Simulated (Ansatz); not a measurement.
```yaml
crystal:
  periodic: [false, false, false]
  atoms:
    - {symbol: Cl, position_ang: [0.824557, -2.387935, 0.814375]}
    - {symbol: B, position_ang: [0.193400, -0.838225, 0.325488]}
    - {symbol: N, position_ang: [0.621788, 0.227174, -0.423116]}
    - {symbol: Ga, position_ang: [-1.167078, 0.616364, 0.233950]}
    - {symbol: H, position_ang: [1.492228, 0.382197, -0.918667]}
    - {symbol: H, position_ang: [-1.922893, 1.936327, -0.078130]}
basis:
  gaussian: {orbitals: cc-pVTZ-PP}
total_charge: 1
magnetization: {spin_polarized: true, initial_magnetization: 1}
hamiltonian: {xc: {name: PBE0}, dispersion: d3bjatm}
accuracy: high
```

```sh
$ ansatz run in.yaml --threads 2 --pin off --events-out ev --progress --plain --max-ram 4352MiB
```

Question: How does Ansatz answer? (An estimate is asked.)

Answer: Ansatz gave: The program refused the input.
```
Functional definition: PBE0
Error: <dir> the basis set cc-pVTZ-PP has no functions for Cl
```
